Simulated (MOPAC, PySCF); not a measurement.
[Pd(CO)], neutral singlet in the gas phase. 

Cartesian coordinates (Å):
```xyz
3

Pd     0.1284     0.2192     0.1077
O      1.4910     2.6095     1.2674
C      0.9613     1.6802     0.8166
```
Charge 0, multiplicity 1.

All levels are single points at this geometry (PBE-D3(BJ)/def2-SVP); Pople sets use spherical d functions. Orbital energies aren't observables, and empty levels follow the basis.

PBE-D3(BJ)/def2-TZVP in PySCF gives gap (eV) = 2.49.

Problem. Estimate the gap (eV) from each of these levels: B3LYP-D3(BJ)/def2-TZVP in PySCF; TPSSh-D3(BJ)/def2-TZVP in PySCF; B3LYP/6-311+G** (LANL2DZ on Pd) in PySCF; B3LYP/6-31G* (LANL2DZ on Pd) in PySCF; B3LYP/LANL2DZ in PySCF; BP86/6-31G* (LANL2DZ on Pd) in PySCF; M06-2X/6-31G* (LANL2DZ on Pd) in PySCF; PBE/6-31G* (LANL2DZ on Pd) in PySCF; SVWN5/6-31G* (LANL2DZ on Pd) in PySCF; HF/6-31G* (LANL2DZ on Pd) in PySCF; PM6 in MOPAC; PM7 in MOPAC.

Solution. 
```json
[
 {"level": "B3LYP-D3(BJ)/def2-TZVP in PySCF", "gap (eV)": "4.02"},
 {"level": "TPSSh-D3(BJ)/def2-TZVP in PySCF", "gap (eV)": "3.48"},
 {"level": "B3LYP/6-311+G** (LANL2DZ on Pd) in PySCF", "gap (eV)": "4.11"},
 {"level": "B3LYP/6-31G* (LANL2DZ on Pd) in PySCF", "gap (eV)": "4.08"},
 {"level": "B3LYP/LANL2DZ in PySCF", "gap (eV)": "4.11"},
 {"level": "BP86/6-31G* (LANL2DZ on Pd) in PySCF", "gap (eV)": "2.71"},
 {"level": "M06-2X/6-31G* (LANL2DZ on Pd) in PySCF", "gap (eV)": "6.44"},
 {"level": "PBE/6-31G* (LANL2DZ on Pd) in PySCF", "gap (eV)": "2.57"},
 {"level": "SVWN5/6-31G* (LANL2DZ on Pd) in PySCF", "gap (eV)": "2.64"},
 {"level": "HF/6-31G* (LANL2DZ on Pd) in PySCF", "gap (eV)": "9.94"},
 {"level": "PM6 in MOPAC", "gap (eV)": "8.84"},
 {"level": "PM7 in MOPAC", "gap (eV)": "8.63"}
]
```
